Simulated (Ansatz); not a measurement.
MgSe₂⁻ (the lowest doublet isomer of a short search) was relaxed with PBE0-D4 (def2-TZVPD) in Ansatz in these states: charge -1 doublet, charge -1 quartet. The geometries follow in no particular order.

A:

Cartesian coordinates in Å:
```
Mg -0.0218 0.9722 -0.0090
Se -2.1020 -0.5320 0.1561
Se 2.1237 -0.4402 -0.1471
```

B:

```xyz
3

Mg   -0.001    0.003    0.000
Se    0.021   -0.037    2.380
Se   -0.019    0.035   -2.380
```

**Question.** Judge from the bond lengths which geometry belongs to which state (an estimate).

**Answer.** A is the charge -1 quartet (Mg1–Se3 2.572 Å, Mg1–Se2 2.572 Å); B is the charge -1 doublet (Mg1–Se3 2.380 Å, Mg1–Se2 2.381 Å).

At PBE0-D4/def2-TZVPD a doublet lies 1.86 eV below the charge -1 quartet. These are the stationary points nearest to one start from a short search; other shapes may lie lower in each state.
